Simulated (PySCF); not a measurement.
# Excited states of C²⁺ (carbon, charge +2)

Ground state [He] 2s2, ¹S. All numbers are calculated (PySCF 2.14, the non-relativistic Hamiltonian (point nucleus), in def2-TZVP (5s3p2d1f, 31 functions)). Vertical excitation energies in eV without spin-orbit coupling; excited terms of each kind are numbered among those the solver found. Frozen: nothing.

| term | leading excitation | EOM-EE-CCSD |
| --- | --- | --- |
| 1 3P° | 2s → p | 6.470 |
| 1 1P° | 2s → p | 12.791 |
| 1 3S | 2s → s | 29.520 |
| 1 1S | 2s → s | 30.744 |
| 2 1P° | 2s → p | 32.176 |
| 2 3P° | 2s → p | 32.295 |

Only the lower part of the computed list is shown. Doubly excited terms such as np² are absent. The solver can miss terms. Rydberg members are limited by the diffuse functions of the basis.
